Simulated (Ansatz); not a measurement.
**From C to Sn: the atomisation energy (no zero-point term)**

One atom is swapped for its congeners: C2H3Cl3 (1,1,1-trichloroethane) `CC(Cl)(Cl)Cl`; Si(CH3)Cl3 (methyltrichlorosilane); Ge(CH3)Cl3 (trichloro(methyl)germane); Sn(CH3)Cl3. All are singlets with charge 0.

Shapes, held fixed at every level: PBE0-D4/def2-TZVP. Programs: Ansatz 0.2.0. Values in eV.

Question: How should the atomisation energy change along the series?

Answer: At CCSD(T)/def2-TZVPP the atomisation energy isn't monotonic: it is largest for Si and smallest for Sn (28.64 and 25.73 eV). 6 of 7 levels show this order throughout; 7 agree on the largest and the smallest. For atoms past krypton def2 sets carry core potentials with scalar relativity. Relativity is left out for Ge unless named. Correlated rows may include outer-core shells of Ge, Sn, which these sets cover unevenly. Spin-orbit coupling, which grows down the group, is left out (summed over each molecule's free atoms 0.12, 0.13, 0.23, 0.42 eV).

```tsv
level	C2H3Cl3	Si(CH3)Cl3	Ge(CH3)Cl3	Sn(CH3)Cl3
HF/def2-SVP	19.58	22.15	20.34	19.26
r2SCAN-D4/def2-TZVPP	28.12	29.75	27.75	26.62
B3LYP-D4/def2-TZVPP	27.62	29.17	27.12	26.09
PBE0-D4/def2-TZVPP	28.29	29.63	27.63	26.51
r2SCAN0-D4/def2-TZVPP	27.60	29.41	27.37	26.21
CCSD(T)/def2-SVP	26.20	27.31	25.60	24.44
CCSD(T)/def2-TZVPP	27.04	28.64	26.90	25.73
```
